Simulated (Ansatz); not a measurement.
Relaxing a trial structure of C2H9GaN2

The starting geometry of this gas-phase singlet was optimised with GFN2-xTB; its bonds are those of `[CH3][Ga]([NH2])[CH2]N`.

```xyz
14

C    -0.9825    0.5502   -1.5836
C     1.6517    0.0791    1.0762
Ga   -0.2757   -0.0433    0.2462
N    -1.5261   -0.7937    1.3635
N     1.7787   -0.3507    2.4572
H    -0.2173    0.4845   -2.3600
H    -1.3318    1.5849   -1.5446
H    -1.8259   -0.0822   -1.8691
H    -1.4108   -1.1249    2.3136
H    -2.4934   -0.9393    1.0998
H     2.3378   -0.5236    0.4674
H     2.0051    1.1158    1.0050
H     1.4923   -1.3206    2.5609
H     1.1965    0.2164    3.0676
```

Question: Predict what it relaxes into with r2SCAN-D4/def2-SVP.

Answer: It keeps its bonds, and is `[CH3][Ga]([NH2])[CH2]N`.

The energy falls by 0.14 eV over 24 steps:

```tsv
step	E − E(last) (eV)
1	0.137
4	0.005
6	0.003
9	0.002
11	0.001
14	0.001
16	0.000
19	0.000
21	0.000
24	0.000
```

Final geometry (Å):

```yaml
atoms:
  - { symbol: C, position_ang: [-0.9406, 0.5210, -1.5294] }
  - { symbol: C, position_ang: [1.5531, 0.1634, 1.0638] }
  - { symbol: Ga, position_ang: [-0.2501, -0.0140, 0.2335] }
  - { symbol: N, position_ang: [-1.4384, -0.8265, 1.3565] }
  - { symbol: N, position_ang: [1.6927, -0.3635, 2.4303] }
  - { symbol: H, position_ang: [-0.3692, 0.0364, -2.3378] }
  - { symbol: H, position_ang: [-0.8421, 1.6094, -1.6738] }
  - { symbol: H, position_ang: [-2.0018, 0.2526, -1.6486] }
  - { symbol: H, position_ang: [-1.2147, -1.1506, 2.2918] }
  - { symbol: H, position_ang: [-2.4106, -1.0171, 1.1367] }
  - { symbol: H, position_ang: [2.3055, -0.3268, 0.4196] }
  - { symbol: H, position_ang: [1.8563, 1.2262, 1.0642] }
  - { symbol: H, position_ang: [1.4384, -1.3521, 2.4465] }
  - { symbol: H, position_ang: [1.0198, 0.0940, 3.0469] }
```

No frequencies were run, so the end isn't proven a minimum. Run with Ansatz 0.2.0, 2.7 min on 2 threads of AMD EPYC (Zen 3) (shared host).
